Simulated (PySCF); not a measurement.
# Spinor energies of Rb⁺ (rubidium, charge +1)

Start: [Kr]. Calculated with PySCF 2.14 in x2c-SVPall-2c with one added diffuse shell each of s, d type (7s7p7d1f, 70 functions): generalised Hartree-Fock with the X2C-1e Hamiltonian and a Gaussian nucleus; one run each with spin-orbit coupling (SO) switched off, then screened by Boettger's factors.

| spinor shell | electrons | ε, spin-free (eV) | ε, screened SO (eV) | weight of nominal j (screened SO) | rms radius, screened SO (bohr) |
| --- | --- | --- | --- | --- | --- |
| 1s1/2 | 2 | -15290.9 | -15290.4 | 1.000 | 0.0464 |
| 2s1/2 | 2 | -2113.1 | -2113.0 | 1.000 | 0.192 |
| 2p1/2 | 2 | -1869.0 | -1911.0 | 1.000 | 0.169 |
| 2p3/2 | 4 | -1869.0 | -1849.0 | 1.000 | 0.173 |
| 3s1/2 | 2 | -347.61 | -347.58 | 1.000 | 0.544 |
| 3p1/2 | 2 | -266.62 | -273.21 | 1.000 | 0.549 |
| 3p3/2 | 4 | -266.62 | -263.46 | 1.000 | 0.560 |
| 3d3/2 | 4 | -132.43 | -133.40 | 1.000 | 0.576 |
| 4s1/2 | 2 | -48.346 | -48.342 | 1.000 | 1.59 |
| 4p1/2 | 2 | -27.818 | -28.440 | 1.000 | 1.85 |
| 4p3/2 | 4 | -27.818 | -27.516 | 1.000 | 1.86 |

Where does 3d5/2 lie, and what is the 3d spin-orbit splitting (screened SO)?

At -131.76 eV, 1.632 eV above 3d3/2.

```tsv
quantity	spin-free	screened SO
E (hartree)	-2978.60126	-2978.79663
M_J	0	0
⟨J²⟩	0.000	0.000
⟨L²⟩	0.000	0.004
⟨S²⟩	0.000	0.004
```

Breit and QED terms are absent; they matter most for the inner s and p1/2 levels.

Densities and radii are taken from the X2C orbitals without a picture-change correction, which distorts them close to the nucleus.

Without spin-orbit coupling the j labels of p, d and f shells carry no meaning; the spin-free column gives the mean over the occupied spinors of each nl shell.
